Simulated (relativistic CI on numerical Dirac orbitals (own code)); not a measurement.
Si13+: sensitivity of the levels to the model

Base calculation: Dirac-Coulomb-Breit CI, KLI orbitals optimised for each configuration, model QED (radiative potential, 1s self-energy scaled to tabulated hydrogen-like ionisation energies).

Configurations in the expansion: 1s, 2s, 2p, 3s, 3p, 3d, 4s, 4p, 4d, 4f, 5s, 5p, 5d, 5f, 5g, 6s, 6p, 6d. Levels of other configurations are missing.

The lowest level and the first level of each name with at least 55 % of one term (blank where a level has no safe partner in the second run):

| Level | Base (eV) | Shift (eV) |
| --- | --- | --- |
| 1s 2S_1/2 | 0.00 | 0.00 |
| 2p 2P°_1/2 | 2004.32 | -4.33 |
| 2s 2S_1/2 | 2004.39 | -4.40 |
| 2p 2P°_3/2 | 2006.08 | -6.08 |
| 3p 2P°_1/2 | 2376.10 | -5.74 |
| 3s 2S_1/2 | 2376.12 | -5.76 |
| 3d 2D_3/2 | 2376.62 | -6.26 |
| 3p 2P°_3/2 | 2376.62 | -6.26 |
| 3d 2D_5/2 | 2376.80 | -6.43 |
| 4p 2P°_1/2 | 2506.16 | -6.16 |
| 4s 2S_1/2 | 2506.16 | -6.17 |
| 4d 2D_3/2 | 2506.37 | -6.38 |
| 4p 2P°_3/2 | 2506.38 | -6.38 |
| 4f 2F°_5/2 | 2506.45 | -6.45 |

(1) One thing was changed in a second run, which moved the levels as shown. Which?
A. non-relativistic limit
B. configuration mixing switched off
C. QED terms removed
D. Breit term removed

## Answers

(1) A. Non-relativistic limit. Without relativity the fine structure collapses and s electrons lose their extra binding.
